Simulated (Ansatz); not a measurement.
Consider the ligand exchange at a B–C bond: `BC1OC1=C` + `C=C[SiH2]N` → `BN[SiH2]C=C` + `C=C1CO1`.

Gas-phase electronic energies from Ansatz, PBE0-D4/def2-TZVP geometries. CCSD(T)/CBS is the MP2 limit (def2-TZVPP, def2-QZVPP) plus CCSD(T) − MP2 in def2-TZVPP, frozen cores. Functionals use def2-TZVPP. B3LYP here is the variant with VWN-RPA as its local correlation; programs differ in this. HSE06 is defined as in plane-wave codes. Each species was taken in one conformer, which may not be the lowest.

`BC1OC1=C`:

Cartesian coordinates in Å:
```
B -0.628 0.486 1.543
C 0.495 -0.258 0.815
O 0.145 -1.533 0.116
C 0.246 -0.430 -0.609
C 0.131 0.007 -1.844
H -0.378 1.522 2.084
H -1.740 0.060 1.503
H 1.543 -0.230 1.104
H -0.094 -0.678 -2.652
H 0.278 1.055 -2.060
```

`C=C[SiH2]N`:

Z-matrix (Å, degrees):
```
Si
C 1 1.865
N 1 1.715 2 114.9
H 1 1.488 2 108.4 3 -120.8
H 1 1.488 2 108.4 3 120.8
C 2 1.330 1 123.1 3 0.1
H 2 1.091 1 118.8 3 -179.9
H 3 1.006 1 121.5 2 75.9
H 3 1.006 1 121.5 2 -76.3
H 6 1.087 2 122.6 1 180.0
H 6 1.087 2 121.2 1 -0.0
```

`BN[SiH2]C=C`:

Cartesian coordinates in Å:
```
B 0.501 2.070 -1.586
N 0.309 0.729 -1.238
Si -0.736 0.104 0.015
C 0.231 -0.837 1.290
C 0.010 -2.124 1.545
H -0.101 2.917 -0.991
H 1.262 2.350 -2.468
H 0.840 0.045 -1.759
H -1.723 -0.848 -0.564
H -1.424 1.281 0.597
H 1.008 -0.324 1.856
H -0.751 -2.687 1.010
H 0.572 -2.675 2.294
```

`C=C1CO1`:

Z-matrix (Å, degrees):
```
C
C 1 1.429
O 1 1.464 2 55.4
H 1 1.086 2 120.2 3 100.1
H 1 1.086 2 120.2 3 -100.2
C 2 1.314 1 156.7 3 -180.0
H 6 1.082 2 120.9 1 180.0
H 6 1.080 2 119.8 1 -0.0
```

| level | ΔE (kJ/mol) | difference from CCSD(T)/CBS |
| --- | --- | --- |
| LDA (SPW92) | -124.0 | 1.8 |
| PBE-D4 | -121.0 | 4.8 |
| revPBE-D4 | -119.0 | 6.8 |
| BLYP-D4 | -122.8 | 3.0 |
| r2SCAN-D4 | -120.6 | 5.2 |
| B97M-V | -120.7 | 5.1 |
| PBE0-D4 | -123.1 | 2.7 |
| B3LYP-D4 | -124.9 | 0.9 |
| r2SCANh-D4 | -121.8 | 4.0 |
| r2SCAN0-D4 | -123.2 | 2.6 |
| HSE06-D4 | -123.2 | 2.6 |
| BHLYP-D4 | -127.5 | -1.7 |
| CAM-B3LYP-D4 | -127.6 | -1.8 |
| ωB97X-V | -124.6 | 1.2 |
| ωB97M-V | -125.4 | 0.4 |
| B2PLYP | -126.8 | -1.0 |
| PBE-QIDH | -125.9 | -0.1 |
| PBE | -121.5 | 4.3 |
| revPBE | -120.4 | 5.4 |
| BLYP | -124.2 | 1.6 |
| r2SCAN | -120.7 | 5.1 |
| PBE0 | -123.6 | 2.2 |
| B3LYP | -125.9 | -0.1 |
| r2SCANh | -121.8 | 4.0 |
| HSE06 | -123.6 | 2.2 |
| LC-ωPBE | -125.6 | 0.2 |
| RPA@PBE/def2-TZVPP | -130.8 | -5.0 |
| HF/def2-SVP | -137.0 | -11.2 |
| MP2/def2-SVP | -140.9 | -15.1 |
| CCSD/def2-SVP | -142.4 | -16.6 |
| CCSD(T)/def2-SVP | -142.7 | -16.9 |
| HF/def2-TZVPP | -128.9 | -3.1 |
| MP2/def2-TZVPP | -127.0 | -1.2 |
| SCS-MP2/def2-TZVPP | -128.6 | -2.8 |
| CCSD/def2-TZVPP | -128.5 | -2.7 |
| CCSD(T)/def2-TZVPP | -128.1 | -2.3 |
| HF/def2-QZVPP | -129.0 | -3.2 |
| MP2/def2-QZVPP | -125.7 | 0.1 |
| SCS-MP2/def2-QZVPP | -127.4 | -1.6 |
| HF/CBS(def2) | -129.0 | -3.2 |
| CCSD(T)/CBS | -125.8 | 0 |

Largest T1 diagnostic among the species: 0.014.

At CCSD(T), def2-SVP lies −16.9 kJ/mol from the extrapolated value and def2-TZVPP −2.3 kJ/mol. From BLYP to BHLYP (50 % exact exchange), in def2-TZVPP and without D4, ΔE moves by −3.7 kJ/mol. Leaving LDA and LC-ωPBE aside and taking each functional with its dispersion term where it has one, the values spread over 8.6 kJ/mol, from CAM-B3LYP-D4 to revPBE-D4.
